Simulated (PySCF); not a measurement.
## Trend along the alkali metals: MCd cations

CCSD(T) with double-zeta basis sets in PySCF, for the lowest determinant that a PBE0 search found; no spin–orbit coupling. De refers to high-spin ground-configuration atoms (the charge goes to the atom of lower measured ionisation energy or higher electron affinity, which is not always the lowest computed limit).

```json
{"M": "Li", "basis": "def2-SVPD", "reference, frozen orbitals": "RHF, 0", "charged atom": "Li+", "state (unpaired electrons)": "singlet (closed shell)", "Re (Å)": "2.829", "ωe (cm⁻¹)": "238", "De (eV)": "0.60"}
{"M": "Na", "basis": "def2-SVP", "reference, frozen orbitals": "RHF, 1", "charged atom": "Na+", "state (unpaired electrons)": "singlet (closed shell)", "Re (Å)": "3.197", "ωe (cm⁻¹)": "115", "De (eV)": "0.39"}
{"M": "Rb", "basis": "def2-SVP", "reference, frozen orbitals": "RHF, 0", "charged atom": "Rb+", "state (unpaired electrons)": "singlet (closed shell)", "Re (Å)": "3.890", "ωe (cm⁻¹)": "45.0", "De (eV)": "0.18"}
{"M": "Cs", "basis": "def2-SVP", "reference, frozen orbitals": "RHF, 0", "charged atom": "Cs+", "state (unpaired electrons)": "singlet (closed shell)", "Re (Å)": "4.137", "ωe (cm⁻¹)": "36.5", "De (eV)": "0.16"}
```

The row for M = K is missing. Estimate Re, ωe and De as the mean of the rows for Na and Rb, and compare with the calculation.

The means are 3.543 Å, 80.0 cm⁻¹ and 0.29 eV. RHF-CCSD(T) in def2-SVP gives KCd⁺ as a singlet (closed shell) with Re = 3.732 Å, ωe = 69.2 cm⁻¹, De = 0.23 eV, so the estimate is off by -18.8 pm, +16 % and +0.05 eV.

The rows differ in basis set, which adds steps of its own.

Correlated steps freeze the inner cores (0 to 5 orbitals); shallow outer-core shells are correlated. Weak bonds: CsCd⁺, KCd⁺, NaCd⁺, RbCd⁺. Basis-set superposition, not corrected here, can be much of De in a small basis, most of all at correlated wavefunction levels. Spin–orbit coupling is left out. For an ion De counts to the pair picked by the measured ionisation energies or electron affinities, which need not be the lowest pair at this level.
